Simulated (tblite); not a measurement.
C5H8OS.
Atom-mapped SMILES: `[CH3:1][C:2]#[C:3][CH2:4][S@:5]([CH3:6])=[O:7]` (hydrogens: H8, H9, H10 on C1; H11, H12 on C4; H13, H14, H15 on C6)

Computed with GFN2-xTB (tblite), gas phase: Langevin dynamics at 300 K from the optimised GFN2-xTB geometry, time step 0.5 fs, friction 0.01 fs⁻¹, 2000 steps. Over the second half of the run the saved frames average 288 K.

The optimised geometry, where the run starts:
```
atom  x, y, z in Å
C1     -2.917   -0.669   -0.173
C2     -1.674    0.053   -0.323
C3     -0.654    0.674   -0.444
C4      0.590    1.369   -0.601
S5      1.929    0.217   -1.246
C6      1.947   -0.854    0.258
O7      3.157    1.010   -1.190
H8     -2.729   -1.659    0.242
H9     -3.585   -0.128    0.496
H10    -3.402   -0.779   -1.143
H11     0.511    2.164   -1.344
H12     0.954    1.784    0.339
H13     2.290   -0.271    1.106
H14     2.635   -1.673    0.075
H15     0.944   -1.231    0.420
```

t = 325 fs, T = 234 K, E(pot) 0.416 eV above the start
```
atom  x, y, z in Å  |  force x, y, z in eV/Å
C1     -3.081   -1.036   -1.125    1.642  -1.085  -0.646
C2     -1.932   -0.203   -0.790    0.457   0.350   0.637
C3     -1.006    0.479   -0.405   -2.703  -1.739  -0.914
C4      0.194    1.065   -0.045    1.010   1.369   1.831
S5      1.555    0.591   -1.162    0.425  -1.047   0.332
C6      2.145   -0.894   -0.184    1.171  -0.160  -1.040
O7      2.553    1.579   -0.834    1.045   1.115  -0.210
H8     -3.164   -1.914   -0.457    0.046   0.588  -0.123
H9     -3.976   -0.494   -1.168   -1.207   0.794   0.226
H10    -2.904   -1.435   -2.144   -0.062   0.081   0.343
H11     0.210    2.159   -0.049   -0.268   0.142  -0.529
H12     0.443    0.875    1.021    0.101  -0.448  -0.430
H13     2.594   -0.634    0.783   -0.195   0.177  -0.535
H14     2.946   -1.353   -0.863   -1.165   0.420   1.091
H15     1.303   -1.535   -0.049   -0.299  -0.558  -0.032
```

t = 350 fs, T = 335 K, E(pot) 0.383 eV above the start
```
atom  x, y, z in Å  |  force x, y, z in eV/Å
C1     -3.097   -0.982   -1.167   -0.069   1.807  -1.309
C2     -1.986   -0.243   -0.637    1.575   0.324   0.074
C3     -1.040    0.431   -0.288   -1.144  -1.156  -0.496
C4      0.185    0.998    0.127    1.040   0.365   0.238
S5      1.601    0.585   -1.167   -1.284  -1.059   0.629
C6      2.100   -0.992   -0.279    0.444  -0.239  -1.159
O7      2.671    1.515   -0.909    0.685   0.684   0.244
H8     -3.482   -1.668   -0.512   -0.943  -1.448   2.006
H9     -3.835   -0.223   -1.409   -0.542   0.027   0.019
H10    -2.955   -1.536   -2.078    0.835  -0.007  -0.548
H11     0.187    2.082    0.145   -0.139   0.271  -0.221
H12     0.479    0.683    1.140    0.049  -0.186  -0.395
H13     2.440   -0.725    0.689    0.342   0.294   0.781
H14     2.969   -1.427   -0.846   -1.085   0.254   0.493
H15     1.246   -1.662   -0.183    0.237   0.069  -0.357
```

t = 400 fs, T = 353 K, E(pot) 0.307 eV above the start
```
atom  x, y, z in Å  |  force x, y, z in eV/Å
C1     -3.139   -0.788   -1.119   -1.071  -1.899  -0.783
C2     -1.948   -0.301   -0.531   -0.872   0.043  -0.287
C3     -0.947    0.191   -0.129    1.716   1.119   0.436
C4      0.249    0.937    0.193   -0.361  -0.623   0.128
S5      1.603    0.583   -1.059    1.000  -0.010   0.744
C6      2.126   -1.070   -0.338    0.415   0.069   0.383
O7      2.679    1.516   -0.687   -0.391  -0.147  -0.268
H8     -3.634   -1.564   -0.446    0.483   0.904  -0.891
H9     -3.870   -0.011   -1.389    0.361  -0.139   0.371
H10    -2.827   -1.281   -2.089   -0.516   0.236   0.913
H11     0.046    2.000    0.081    0.073   0.095   0.105
H12     0.588    0.700    1.203    0.181   0.171  -0.123
H13     2.136   -1.101    0.774    0.222   0.306  -0.852
H14     3.098   -1.407   -0.762   -0.713   0.522   0.381
H15     1.355   -1.722   -0.673   -0.528  -0.646  -0.255
```

t = 425 fs, T = 329 K, E(pot) 0.507 eV above the start
```
atom  x, y, z in Å  |  force x, y, z in eV/Å
C1     -3.219   -0.761   -0.987    0.449  -1.283   0.998
C2     -1.868   -0.291   -0.695   -1.162   0.108   0.529
C3     -1.027    0.273   -0.048    2.067   0.877   0.012
C4      0.277    0.914    0.317   -1.813  -1.825  -0.154
S5      1.564    0.538   -0.998   -0.511  -0.018   0.598
C6      2.073   -1.071   -0.298    1.909  -0.723  -0.588
O7      2.622    1.457   -0.600    0.551   0.251  -0.189
H8     -3.510   -1.583   -0.249    0.345   0.971  -0.891
H9     -3.939    0.028   -0.935   -0.288   0.553   0.242
H10    -3.252   -1.154   -1.978   -0.012  -0.465  -0.681
H11     0.182    1.979    0.216   -0.038   0.409   0.466
H12     0.552    0.523    1.329    0.107   0.698  -0.866
H13     2.208   -1.010    0.779   -0.287  -0.019  -0.068
H14     3.147   -1.193   -0.712   -1.675  -0.134   0.430
H15     1.428   -1.911   -0.603    0.359   0.601   0.160
```

t = 675 fs, T = 370 K, E(pot) 0.245 eV above the start
```
atom  x, y, z in Å  |  force x, y, z in eV/Å
C1     -3.343   -0.018   -0.834    1.187  -0.244   0.312
C2     -2.071    0.525   -0.333   -0.455  -0.006  -0.471
C3     -1.000    0.962   -0.003    0.726   0.524  -0.303
C4      0.335    1.523    0.168   -0.287   0.187   1.559
S5      1.555    0.910   -1.121    0.662   0.217   0.012
C6      1.288   -0.898   -0.933    0.137  -0.264  -0.190
O7      2.877    1.140   -0.513   -0.397   0.085  -0.183
H8     -3.115   -0.613   -1.721    0.018  -0.208   0.126
H9     -3.758   -0.655   -0.051   -0.288   0.160  -0.239
H10    -4.005    0.759   -1.175   -0.276   0.324   0.339
H11     0.349    2.647    0.110   -0.172  -0.987  -0.262
H12     0.751    1.299    1.203   -0.338  -0.051  -1.158
H13     1.652   -1.191    0.028    0.010  -0.015   0.754
H14     1.917   -1.470   -1.637   -0.607   0.521  -0.078
H15     0.223   -1.073   -1.018    0.080  -0.243  -0.217
```

t = 850 fs
```
atom  x, y, z in Å
C1     -3.180   -0.392    0.446
C2     -1.814    0.053    0.396
C3     -0.750    0.564    0.167
C4      0.484    1.240    0.151
S5      1.732    0.956   -1.254
C6      1.285   -0.769   -1.517
O7      2.976    1.127   -0.553
H8     -3.747    0.478    0.237
H9     -3.452   -1.233   -0.219
H10    -3.392   -0.723    1.423
H11     0.257    2.255    0.021
H12     1.113    0.994    1.002
H13     1.431   -1.365   -0.679
H14     1.895   -1.011   -2.347
H15     0.264   -0.886   -1.820
```

Task: Estimate the potential energy and the forces of this last frame.

Result: 0.547 eV above the start.

```csv
atom,Fx (eV/Å),Fy (eV/Å),Fz (eV/Å)
C1,0.338,-0.692,-0.609
C2,0.484,-0.141,-0.648
C3,-0.827,-0.750,0.158
C4,1.000,-0.773,-0.307
S5,-1.940,1.260,-0.492
C6,-0.160,0.219,-0.718
O7,1.297,-0.433,0.528
H8,-0.968,0.621,-0.348
H9,0.418,0.552,-0.019
H10,-0.341,-0.367,1.350
H11,0.036,1.654,0.321
H12,-0.076,0.282,0.258
H13,0.593,-1.014,1.323
H14,0.713,-0.843,-0.673
H15,-0.566,0.424,-0.126
```

The bond farthest from its length at the start is S5–C6 (1.801 against 1.847 Å), and half the difference of its two atoms' forces along it is +0.29 eV/Å (positive lengthens). The largest atomic force is 2.37 eV/Å.

The cost below is that of the whole dynamics run. On AMD EPYC 7B13, one thread, shared host, this took 12 s of wall time and 0.18 GiB of memory at its peak.
